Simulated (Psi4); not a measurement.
A dimer, COS ··· H4N+ (SMILES O=C=S and [NH4+]) (charge +1), singlet; the first 3 atoms form monomer A.

```
8

O     -1.2904    -0.0427     0.0000
C     -0.1355    -0.0045     0.0000
S      1.4258     0.0472     0.0000
N      2.7728    -1.3677    -8.1121
H      3.3221    -1.1577    -7.2724
H      1.7959    -1.5321    -7.8490
H      3.1500    -2.2055    -8.5664
H      2.8234    -0.5753    -8.7604
```

What interaction energy does SAPT0/jun-cc-pVDZ, frozen core run with Psi4 1.11 give, and which attractive term is the largest?

Total 0.10 kcal/mol: electrostatics 0.20, exchange 0.00, induction -0.10, dispersion 0.00. The most attractive term is induction.
